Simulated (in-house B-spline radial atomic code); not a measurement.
Configurations of Ho⁶⁺, with energies counted from [Kr] 4d10 4f9 5s2 5p4. Computed with an all-electron radial atomic-structure program (B-spline basis): scalar-relativistic (X2C) LC-wPBE, spin-polarised, spherical fractional occupations, exact exchange averaged over the configuration, Fermi nucleus of rms radius 5.2022 fm. Shells without spins written out take the highest spin.

Occupations are held fixed; configurations that lie above the ionisation limit could autoionise.

| configuration | E - E(ref) (eV) | highest orbital | its <r> (bohr) |
| --- | --- | --- | --- |
| [Kr] 4d10 4f8 5s2 5p4 6p1 | 46.229 | 6p up | 2.67 |
| [Kr] 4d10 4f8 5s2 5p4 5f1 | 55.963 | 5f up | 2.441 |
| [Kr] 4d10 4f9 5s2 5p3 5f1 | 64.201 | 5f up | 2.481 |
| [Kr] 4d10 4f9 5s2 5p3 6d1 | 66.819 | 6d up | 3.294 |
| [Kr] 4d9 4f10 5s2 5p4 | 158.69 | 4f down | 0.7219 |
| [Kr] 4d9 4f9 5s2 5p4 6d1 | 218.5 | 6d up | 3.263 |

(1) Order these further configurations by energy, lowest first.
A. [Kr] 4d10 4f8 5s2 5p4 6d1
B. [Kr] 4d10 4f8 5s2 5p4 5d1
C. [Kr] 4d10 4f9 5s2 5p3 6p1
D. [Kr] 4d9 4f9 5s2 5p4 5d1
E. [Kr] 4d9 4f9 5s2 5p4 6p1

(2) How far above the reference does [Kr] 4d10 4f9 5s2 5p3 6s1 lie?

## Answers

(1) B (22.725 eV), C (54.403 eV), A (58.764 eV), D (182.37 eV), E (205.95 eV).

(2) 45.025 eV; its least bound orbital is 6s up with <r> = 2.388 bohr.
